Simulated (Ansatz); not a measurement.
```yaml
crystal:
  periodic: [false, false, false]
  atoms:
    - {symbol: I, position_ang: [0.165540, 2.384266, 0.353081]}
    - {symbol: Zn, position_ang: [-0.000103, 0.000017, -0.000051]}
    - {symbol: I, position_ang: [-0.165438, -2.384283, -0.353021]}
basis:
  gaussian: {orbitals: STO-3G}
hamiltonian: {xc: {name: RPBE}, dispersion: d4}
output: {forces: true}
```

```sh
$ ansatz run in.yaml --threads 2 --pin off --events-out ev --progress --plain --max-ram 31744MiB --backend cpu
```

Shortened log:

```
Functional definition: RPBE
  name "RPBE"
  cite "Hammer, Hansen & Nørskov, Phys. Rev. B 59, 7413 (1999) doi:10.1103/PhysRevB.59.7413"
  cite "Perdew, Burke & Ernzerhof, Phys. Rev. Lett. 77, 3865 (1996) doi:10.1103/PhysRevLett.77.3865"
  parameter kappa = 0.804
  parameter beta = 0.06672455060314922
  exchange = rpbe_x(kappa = kappa, mu = beta*pi^2/3)
  correlation = pbe_c(beta = beta)
727 factors; integrals over basis functions are off by at most 2.1e-4 eV
mean field evaluation 1: about -420375.6654 eV, gradient 4.9e1 eV
mean field evaluation 2: about -420580.6548 eV, gradient 8.3e1 eV
mean field evaluation 4: about -420644.0057 eV, gradient 1.1e2 eV
mean field evaluation 8: about -420755.6389 eV, gradient 7.0e1 eV
mean field evaluation 16: about -420790.9783 eV, gradient 1.0e1 eV
mean field evaluation 32: about -420791.2554 eV, gradient 4.1e-7 eV
mean field -420791.25536359 eV, -15463.7934120547 hartree, gradient 4.7e-9 eV, S^2 0.000000; 16 other end points of the search recorded, 0 dependent functions left out
the calculation of the forces begins
reference -420791.25538158 eV, -15463.7934127161 hartree; 68, 68 occupied and 4, 4 virtual orbitals, 727 factors
Total energy: -420791.49270076 eV, -15463.8021340352 hartree
Atom 0 at     0.165540     2.384266     0.353081 Å, force    -0.044063    -0.633839    -0.093847 eV/Å
Atom 1 at    -0.000103     0.000017    -0.000051 Å, force     0.000138    -0.000008    -0.000019 eV/Å
Atom 2 at    -0.165438    -2.384283    -0.353021 Å, force     0.043925     0.633847     0.093866 eV/Å
Dipole moment:    -0.000017     0.000003    -0.000010 e Å
```

Run time 47 s (2 threads of an AMD EPYC 7R13 on a shared host); peak host memory 0.35 GiB.
